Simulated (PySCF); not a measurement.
CH₈OP₂Si.
SMILES with atom numbers: `[CH3:1][O:2][SiH:3]([PH2:4])[PH2:5]` (hydrogens: H6, H7, H8 on C1; H9 on Si3; H10, H11 on P4; H12, H13 on P5)

All values: wB97X-D/def2-SVPD (PySCF, non-relativistic), on one gas-phase PBE0-D3(BJ)/def2-SVP geometry that isn't relaxed in the solvent. The solvent is an IEF-PCM continuum (Bondi radii, 1.10 Å for H, scaled by 1.2), and excitations are vertical TDDFT with non-equilibrium linear response and a frozen core. The model holds no explicit solvent molecules, cavitation or dispersion.

Gas-phase singlets (H = HOMO, L = LUMO):

| state | E (eV) | λ (nm) | f | leading configurations |
| --- | --- | --- | --- | --- |
| S1 | 6.264 | 198 | 0.009 | H→L+1 67%, H→L+2 17% |
| S2 | 6.525 | 190 | 0.062 | H→L+2 33%, H→L 18% |
| S3 | 6.590 | 188 | 0.025 | H→L 66%, H→L+2 12% |
| S4 | 6.901 | 180 | 0.025 | H→L+3 80% |
| S5 | 7.079 | 175 | 0.031 | H-1→L 74% |

**Question.** Give the list for acetone (ε = 20.49), n² = 1.85.

**Answer.** 
| state | E (eV) | λ (nm) | f | leading configurations | change by rank (eV) |
| --- | --- | --- | --- | --- | --- |
| S1 | 6.340 | 196 | 0.014 | H→L+1 66%, H→L+2 16% | +0.076 |
| S2 | 6.549 | 189 | 0.201 | H→L 40%, H→L+2 26% | +0.024 |
| S3 | 6.674 | 186 | 0.034 | H→L 45%, H→L+2 21% | +0.084 |
| S4 | 6.952 | 178 | 0.079 | H→L+3 79% | +0.051 |
| S5 | 7.096 | 175 | 0.408 | H→L+2 18%, H-1→L+1 16% | +0.017 |

**Question.** How does the list change in acetonitrile (ε = 35.69)?

**Answer.** 
```csv
state,E (eV),λ (nm),f,leading configurations,change by rank (eV)
S1,6.345,195,0.014,"H→L+1 66%, H→L+2 16%",+0.081
S2,6.554,189,0.200,"H→L 40%, H→L+2 26%",+0.029
S3,6.680,186,0.033,"H→L 45%, H→L+2 21%",+0.090
S4,6.957,178,0.077,H→L+3 78%,+0.056
S5,7.101,175,0.401,"H→L+2 18%, H-1→L+1 16%",+0.022
```

**Question.** The ground-state energy changes by -0.142 eV from gas to acetonitrile. By how much does the total energy of gas-phase S1 change?

**Answer.** E(S1) = E(S0) + excitation energy, so it changes by -0.142 + 0.081 = -0.061 eV: it is lowered less than the ground state, which is what a blue shift means. This is the vertical state, with the slow part of the continuum still set for S0.

**Question.** How do the frontier levels move from gas to acetonitrile?

**Answer.** 
```
orbital  gas (eV)  solvent (eV)  change (eV)                    Löwdin shares, gas               Löwdin shares, solvent
 LUMO+2      2.00          2.11        +0.11   P5 25 %, P4 22 %, Si3 16 %, H12 9 %  P5 24 %, P4 22 %, Si3 16 %, H12 9 %
 LUMO+1      1.86          2.01        +0.15  P4 29 %, Si3 20 %, P5 17 %, H11 10 %  P4 26 %, Si3 21 %, P5 20 %, H11 9 %
   LUMO      1.59          1.73        +0.14   P4 23 %, P5 21 %, Si3 20 %, H10 7 %  P4 24 %, P5 23 %, Si3 20 %, H10 6 %
   HOMO     -9.07         -9.00        +0.07    P4 45 %, P5 20 %, Si3 14 %, O2 7 %   P4 47 %, P5 18 %, Si3 14 %, O2 7 %
 HOMO-1     -9.69         -9.65        +0.04    P5 51 %, Si3 10 %, P4 10 %, O2 9 %   P5 52 %, Si3 11 %, O2 10 %, P4 8 %
 HOMO-2    -10.22        -10.12        +0.10    O2 35 %, P4 17 %, Si3 10 %, P5 8 %   O2 32 %, P4 18 %, P5 10 %, Si3 9 %
 HOMO-3    -10.93        -10.84        +0.09    O2 44 %, P4 12 %, C1 11 %, Si3 8 %   O2 41 %, P4 13 %, C1 12 %, Si3 8 %
```

The HOMO–LUMO gap goes from 10.66 to 10.74 eV.

Conformer computed: `[CH3:1][O:2][SiH:3]([PH2:4])[PH2:5]`: C1–O2–Si3–P4 -58°, H–P4–Si3–O2 -178°, H–P4–Si3–O2 -84°, H–P5–Si3–O2 -47°, H–P5–Si3–O2 47°.

Note: wB97X-D ran without an empirical dispersion term, which enters the total energy and its gradient alone.
